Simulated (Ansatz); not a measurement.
Consider the ligand exchange at the Si–Cl bond: `C[Si](C)(S)Cl` + H₂S → `C[Si](C)(S)S` + HCl.

Isolated molecules relaxed with PBE0-D4/def2-TZVP in Ansatz; ΔE leaves out vibrations. CCSD(T)/CBS is the MP2 limit (def2-TZVPP, def2-QZVPP) plus CCSD(T) − MP2 in def2-TZVPP, frozen cores. This one scheme is used for every species. Functionals use def2-TZVPP. One conformer a species, not always the lowest.

`C[Si](C)(S)Cl`:

```xyz
12

C    -0.898    1.322    0.701
Si    0.202    0.240   -0.330
C     0.629   -1.378    0.475
S    -0.819   -0.051   -2.182
Cl    1.988    1.239   -0.650
H    -1.105    2.265    0.190
H    -0.415    1.549    1.654
H    -1.848    0.820    0.903
H     1.279   -1.974   -0.169
H     1.154   -1.205    1.419
H    -0.279   -1.951    0.675
H     0.112   -0.877   -2.689
```

H₂S:

Z-matrix (Å, degrees):
```
S
H 1 1.341
H 1 1.341 2 92.3
```

`C[Si](C)(S)S`:

```xyz
13

C     0.714    1.636   -0.062
Si   -0.006   -0.050   -0.387
C    -0.755   -0.784    1.154
S    -1.454    0.241   -1.936
S     1.445   -1.410   -1.198
H     1.504    1.569    0.690
H     1.148    2.053   -0.972
H    -0.053    2.323    0.306
H     0.006   -0.919    1.928
H    -1.204   -1.757    0.946
H    -1.531   -0.122    1.547
H    -1.791   -1.058   -2.013
H     1.976   -1.723   -0.003
```

HCl:

```xyz
2

Cl    0.131    0.069    0.622
H    -0.131   -0.069   -0.622
```

```json
{"level": "revPBE-D4", "ΔE (kJ/mol)": "38.4"}
{"level": "BHLYP-D4", "ΔE (kJ/mol)": "47.3"}
{"level": "r2SCAN", "ΔE (kJ/mol)": "45.4"}
{"level": "BHLYP", "ΔE (kJ/mol)": "50.8"}
{"level": "HF/def2-SVP", "ΔE (kJ/mol)": "56.7"}
{"level": "HF/def2-TZVPP", "ΔE (kJ/mol)": "54.7"}
{"level": "HF/def2-QZVPP", "ΔE (kJ/mol)": "55.1"}
{"level": "CCSD/CBS(def2)", "ΔE (kJ/mol)": "45.1"}
```

Problem. What does CCSD(T)/CBS give? (An estimate is asked.)

Solution. Computed: +43.2 kJ/mol. The listed levels differ from it by -4.8, 4.1, 2.2, 7.6, 13.5, 11.5, 11.9, 1.9 kJ/mol.

Problem. What do rigid-rotor, harmonic-oscillator terms from PBE0-D4/def2-TZVP frequencies (298.15 K, 1 bar) make of the CCSD(T)/CBS value? (Estimate.)

Solution. Computed: ΔZPE = -1.0 kJ/mol, ΔH = +42.9 kJ/mol, ΔS = -7 J/(mol·K), ΔG = +45.0 kJ/mol.

Largest T1 diagnostic among the species: 0.010.

The D4 term adds −3.8 kJ/mol with B3LYP and −2.2 kJ/mol with PBE0; it sums over pairs of atoms, weighted by their polarisabilities, and B3LYP, whose exchange is more repulsive, gets the larger term. In def2-TZVPP, CCSD(T) changes the Hartree–Fock value by −11.9 kJ/mol (the triples alone add −1.9 kJ/mol) and MP2 by −12.0 kJ/mol. Leaving LDA and LC-ωPBE aside and taking each functional with its dispersion term where it has one, the values spread over 8.9 kJ/mol, from revPBE-D4 to BHLYP-D4.

B3LYP here is the variant with VWN-RPA as its local correlation; programs differ in this.
